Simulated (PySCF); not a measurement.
H3GeO4, doublet, at a GFN2-xTB geometry; PySCF with B3LYP/STO-3G.

Here is a job for PySCF.
```python
from pyscf import gto, scf, dft

mol = gto.M(
    atom='''
O    -1.503429    0.748209    0.104068
Ge    0.003752    0.054678    0.080688
O    -0.475119   -0.882813   -1.355329
O     1.373870    0.996489   -0.330802
O     0.429700   -0.991999    1.354218
H    -1.326675   -1.320612   -1.309152
H     1.246624    1.642474   -1.024330
H     1.359802   -1.030646    1.574221
''',
    basis='sto-3g',
    charge=0,
    spin=1,
    verbose=4,
)

mf = dft.UKS(mol)
mf.xc = 'b3lyp'
mf.kernel()
```

Task: What does PySCF print? Leave out banner, timings and long lists.

Result: 
```
PySCF version 2.14.0

[INPUT] verbose = 4
[INPUT] num. atoms = 8
[INPUT] num. electrons = 67
[INPUT] charge = 0
[INPUT] spin (= nelec alpha-beta = 2S) = 1
[INPUT] symmetry False subgroup None
[INPUT] Mole.unit = angstrom
[INPUT] Symbol           X                Y                Z      unit          X                Y                Z       unit  Magmom
[INPUT]  1 O     -1.503429000000   0.748209000000   0.104068000000 AA   -2.841069057729   1.413910093935   0.196660018331 Bohr   0.0
[INPUT]  2 Ge     0.003752000000   0.054678000000   0.080688000000 AA    0.007090252419   0.103326445039   0.152478221539 Bohr   0.0
[INPUT]  3 O     -0.475119000000  -0.882813000000  -1.355329000000 AA   -0.897844786577  -1.668274789206  -2.561200618681 Bohr   0.0
[INPUT]  4 O      1.373870000000   0.996489000000  -0.330802000000 AA    2.596238030756   1.883091296142  -0.625125181458 Bohr   0.0
[INPUT]  5 O      0.429700000000  -0.991999000000   1.354218000000 AA    0.812015315726  -1.874606425842   2.559101132956 Bohr   0.0
[INPUT]  6 H     -1.326675000000  -1.320612000000  -1.309152000000 AA   -2.507052406307  -2.495594996814  -2.473938735427 Bohr   0.0
[INPUT]  7 H      1.246624000000   1.642474000000  -1.024330000000 AA    2.355777940310   3.103826026719  -1.935703161176 Bohr   0.0
[INPUT]  8 H      1.359802000000  -1.030646000000   1.574221000000 AA    2.569653363636  -1.947638671378   2.974846549539 Bohr   0.0

nuclear repulsion = 437.311569518804
number of shells = 23
number of NR pGTOs = 123
number of NR cGTOs = 41
basis = sto-3g
ecp = {}

******** <class 'pyscf.dft.uks.UKS'> ********
method = UKS
initial guess = minao
damping factor = 0
level_shift factor = 0
DIIS = <class 'pyscf.scf.diis.CDIIS'>
diis_start_cycle = 1
diis_space = 8
diis_damp = 0
SCF conv_tol = 1e-09
SCF conv_tol_grad = None
SCF max_cycles = 50
direct_scf = True
direct_scf_tol = 1e-13
number electrons alpha = 34  beta = 33
XC library pyscf.dft.libxc version 7.1.2
    S. Lehtola, C. Steigemann, M. J. T. Oliveira, and M. A. L. Marques,  SoftwareX 7, 1–5 (2018)
XC functionals = b3lyp
    P. J. Stephens, F. J. Devlin, C. F. Chabalowski, and M. J. Frisch,  J. Phys. Chem. 98, 11623 (1994)
radial grids:
    Treutler-Ahlrichs [JCP 102, 346 (1995); DOI:10.1063/1.469408] (M4) radial grids

becke partition: Becke, JCP 88, 2547 (1988); DOI:10.1063/1.454033
pruning grids: <function nwchem_prune>
grids dens level: 3
symmetrized grids: False
atomic radii adjust function: <function treutler_atomic_radii_adjust>
small_rho_cutoff = 0
Set gradient conv threshold to 3.16228e-05
tot grids = 106392
init E= -2349.90362314385

cycle= 1 E= -2351.23562065391  delta_E= -1.33  |g|= 0.516  |ddm|= 2.61
cycle= 2 E= -2351.36015668339  delta_E= -0.125  |g|= 0.368  |ddm|= 1.41
cycle= 3 E= -2351.44203132224  delta_E= -0.0819  |g|= 0.137  |ddm|= 0.724
cycle= 4 E= -2351.45377494376  delta_E= -0.0117  |g|= 0.0579  |ddm|= 0.289
cycle= 5 E= -2351.45616515573  delta_E= -0.00239  |g|= 0.0111  |ddm|= 0.0888
cycle= 6 E= -2351.45631079185  delta_E= -0.000146  |g|= 0.00744  |ddm|= 0.0381
cycle= 7 E= -2351.45636969411  delta_E= -5.89e-05  |g|= 0.00227  |ddm|= 0.0178
cycle= 8 E= -2351.45638334673  delta_E= -1.37e-05  |g|= 0.000552  |ddm|= 0.0143
cycle= 9 E= -2351.45638466827  delta_E= -1.32e-06  |g|= 0.000139  |ddm|= 0.00473
cycle= 10 E= -2351.45638477017  delta_E= -1.02e-07  |g|= 9.32e-05  |ddm|= 0.00123
cycle= 11 E= -2351.45638478477  delta_E= -1.46e-08  |g|= 3.21e-05  |ddm|= 0.00037
cycle= 12 E= -2351.45638478828  delta_E= -3.51e-09  |g|= 1.29e-05  |ddm|= 0.000226
cycle= 13 E= -2351.45638478903  delta_E= -7.48e-10  |g|= 8.14e-06  |ddm|= 9.87e-05
Extra cycle  E= -2351.45638478948  delta_E= -4.48e-10  |g|= 9.92e-06  |ddm|= 6.35e-05
converged SCF energy = -2351.45638478948  <S^2> = 0.75509269  2S+1 = 2.0050862
```
